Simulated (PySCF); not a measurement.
4-methyl-1,3-thiazole (C₄H₅NS), SMILES c1scnc1C.

The structure is a stationary point at PBE-D3(BJ)/def2-SVP.

Vertical ionisation energy (IE) and electron affinity (EA) in eV. Rows of orbital energies are one-electron estimates. Where ΔSCF, EOM or ADC give a negative EA the extra electron is unbound and the value depends on the basis.

```json
[
 {"level": "−ε(HOMO), −ε(LUMO), PBE0/def2-TZVP (PySCF)", "IE": "6.92", "EA": "0.80"},
 {"level": "−ε(HOMO), −ε(LUMO), PBE/def2-TZVP (PySCF)", "IE": "5.91", "EA": "1.70"}
]
```
